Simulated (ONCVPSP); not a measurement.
# cobalt (Co): from the effect back to the setting (ONCV)

Base potential:

* Element: Co
* Generator: ONCVPSP 4.0.1
* Type: optimised norm-conserving Vanderbilt (ONCV)
* Functional: PW91
* Relativity: scalar-relativistic
* Frozen core: [Ne]
* Valence charge: 17
* Reference configuration: 3s2 3p6 3d7 4s1 (charge +1)
* Partial waves: 3s+4s: rc 1.45 bohr, ncon 4, nbas 8, qcut 10.8 1/bohr, 3 projectors, debl 3.3 Ha; 3p: rc 0.85 bohr, ncon 4, nbas 8, qcut 11.4 1/bohr, 2 projectors, debl 3.5 Ha; 3d: rc 1.70 bohr, ncon 4, nbas 9, qcut 9.7 1/bohr, 2 projectors, debl 1.2 Ha
* Local potential: polynomial inside 0.60 bohr (lpopt 5, dvloc0 2 Ha)
* Core correction: Teter function, fcfact 3, rcfact 1.65

Cutoffs, loose and tight: the cutoffs (Ha) at which the residual kinetic energy of the hardest occupied pseudo-wave falls to 1 and 0.1 mHa per electron. They do not see the model core or the augmentation charge, which bear on the density cutoff. Test errors are all-electron minus pseudo excitation energies from the reference, over the configurations 3s2 3p6 3d7 4s2; 3s2 3p6 3d7 4s0; 3s2 3p6 3d6 4s0; 3s2 3p6 3d6 4s2 4p1; variants that change the core or the reference have their own tests.

Only the d radius is moved:

```tsv
d radius (bohr)	cutoff, loose	cutoff, tight	bound ghosts	largest test error (meV)	median size of the test errors
1.16	136 Ha	230 Ha	none	+36	6.9 meV
1.48	48 Ha	116 Ha	none	+86	22.7 meV
1.6	48 Ha	116 Ha	none	+113	31.4 meV
1.76	48 Ha	116 Ha	none	+155	45.6 meV
1.94	48 Ha	116 Ha	none	+209	64.5 meV
2.02	48 Ha	116 Ha	none	+236	74.1 meV
2.18	48 Ha	116 Ha	none	+286	92.4 meV
2.3	48 Ha	116 Ha	none	+332	112.3 meV
2.5	48 Ha	116 Ha	none	+359	125.8 meV
```

One more run gave cutoff, loose: 48 Ha; cutoff, tight: 160 Ha; bound ghosts: none; largest test error (meV): +54; median size of the test errors: 12.5 meV. Which value of the d radius was used?

1.3 bohr. The median size of the test errors moves one way along this sweep, from 6.9 meV at 1.16 to 125.8 meV at 2.5 bohr, which places the run between 1.16 and 1.48 bohr.
